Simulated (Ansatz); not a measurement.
Species: [Sc(F)(NH2)2] (charge 0, multiplicity 1), formula H4FN2Sc.

Task: How many basis functions does frozen-core CCSD(T)/def2-TZVPP // BP86-D3(BJ)/def2-SVP (Ansatz, a quantum-chemistry and plane-wave program) use, how many core orbitals are frozen, and how many electrons are correlated?

Result: 213 basis functions and 8 frozen orbitals, which leaves 32 correlated electrons. Core time is of the order of minutes.
